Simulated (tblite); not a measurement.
Species: C3H8Si.
Bonds: C1–C2, C2–Si3, Si3–C4, C1–C4. Hydrogens: H5, H6 on C1; H7, H8 on C2; H9, H10 on Si3; H11, H12 on C4.

Computed with GFN2-xTB (tblite), gas phase: Langevin dynamics at 300 K from the optimised GFN2-xTB geometry, time step 0.5 fs, friction 0.01 fs⁻¹, 2000 steps.

Start geometry:
```
atom  x, y, z in Å
C1      0.505   -0.984   -0.102
C2      1.105    0.437   -0.075
Si3    -0.638    1.216    0.006
C4     -0.978   -0.658    0.171
H5      0.942   -1.647    0.644
H6      0.634   -1.449   -1.079
H7      1.720    0.665   -0.943
H8      1.719    0.607    0.807
H9     -1.116    1.835   -1.232
H10    -0.940    2.064    1.160
H11    -1.293   -0.978    1.162
H12    -1.660   -1.110   -0.546
```

The statistics below take the 31 frames saved every 25 fs from 250 to 1000 fs; their kinetic temperature (all 3N coordinates) averages 285 K.

**Question.** How do the bond lengths spread?

**Answer.** 
```
   bond  start (Å)  mean (Å)  standard deviation (Å)  shortest (Å)  longest (Å)
  C1–C2      1.543     1.551                   0.027         1.497        1.626
 C2–Si3      1.912     1.922                   0.042         1.855        2.002
 Si3–C4      1.911     1.920                   0.039         1.850        1.988
  C1–C4      1.543     1.536                   0.030         1.468        1.594
  C1–H5      1.090     1.093                   0.023         1.041        1.126
  C1–H6      1.089     1.101                   0.031         1.044        1.157
  C2–H7      1.088     1.094                   0.033         1.023        1.154
  C2–H8      1.088     1.090                   0.020         1.042        1.130
 Si3–H9      1.464     1.469                   0.025         1.420        1.512
Si3–H10      1.463     1.475                   0.047         1.388        1.588
 C4–H11      1.088     1.096                   0.035         1.031        1.180
 C4–H12      1.088     1.094                   0.030         1.043        1.154
```

**Question.** Give the same statistics for bond angles, one of each kind.

**Answer.** 
```
     angle  start (°)  mean (°)  standard deviation (°)  smallest (°)  largest (°)
  C2–C1–C4      100.1      99.9                     2.7          94.3        106.8
  C2–C1–H5      113.1     110.8                     4.6          98.8        118.8
  C2–C1–H6      111.2     110.5                     3.7         103.6        119.0
  H5–C1–H6      107.9     107.9                     6.4          96.5        119.2
 C1–C2–Si3       91.2      90.3                     2.7          83.3         96.8
  C1–C2–H7      113.5     113.5                     4.4         105.4        123.7
  C1–C2–H8      112.1     113.5                     4.1         104.0        120.9
 Si3–C2–H7      117.7     114.3                     6.3          97.8        129.0
 Si3–C2–H8      114.6     117.7                     5.6         107.7        128.6
  H7–C2–H8      107.2     106.7                     4.4          96.5        113.5
 C2–Si3–C4       76.5      75.9                     1.8          71.0         80.6
 C2–Si3–H9      115.7     116.7                     6.9         105.2        133.9
C2–Si3–H10      117.3     116.0                     7.7         102.2        128.8
H9–Si3–H10      110.8     110.6                     7.1          94.2        130.9
```

**Question.** How far does each atom move about its mean position (frames aligned on the start, all atoms weighted alike), and what rms force does it feel?

**Answer.** 
```json
{"atom": "C1", "rms displacement (Å)": "0.13", "rms force (eV/Å)": "1.75"}
{"atom": "C2", "rms displacement (Å)": "0.12", "rms force (eV/Å)": "1.66"}
{"atom": "Si3", "rms displacement (Å)": "0.08", "rms force (eV/Å)": "1.32"}
{"atom": "C4", "rms displacement (Å)": "0.12", "rms force (eV/Å)": "1.79"}
{"atom": "H5", "rms displacement (Å)": "0.37", "rms force (eV/Å)": "0.92"}
{"atom": "H6", "rms displacement (Å)": "0.36", "rms force (eV/Å)": "1.09"}
{"atom": "H7", "rms displacement (Å)": "0.32", "rms force (eV/Å)": "1.16"}
{"atom": "H8", "rms displacement (Å)": "0.31", "rms force (eV/Å)": "0.81"}
{"atom": "H9", "rms displacement (Å)": "0.29", "rms force (eV/Å)": "0.52"}
{"atom": "H10", "rms displacement (Å)": "0.30", "rms force (eV/Å)": "0.86"}
{"atom": "H11", "rms displacement (Å)": "0.33", "rms force (eV/Å)": "1.09"}
{"atom": "H12", "rms displacement (Å)": "0.32", "rms force (eV/Å)": "1.02"}
```

The displacements run from 0.08 to 0.37 Å.

**Question.** How widely does the potential energy scatter, against a harmonic estimate?

**Answer.** Mean 0.41 eV above the start, standard deviation 0.102 eV, range 0.26 to 0.63 eV. For 30 classical harmonic modes at 300 K the canonical values are 30kT/2 = 0.39 eV and kT·√(30/2) = 0.100 eV.

The run is classical and short, so these are rough statistics of one trajectory.

The cost below is that of the whole dynamics run. Time: 7.9 s wall; peak memory 0.18 GiB. Hardware: one thread, Arm Neoverse V1 (aarch64), no GPU, on a shared host.
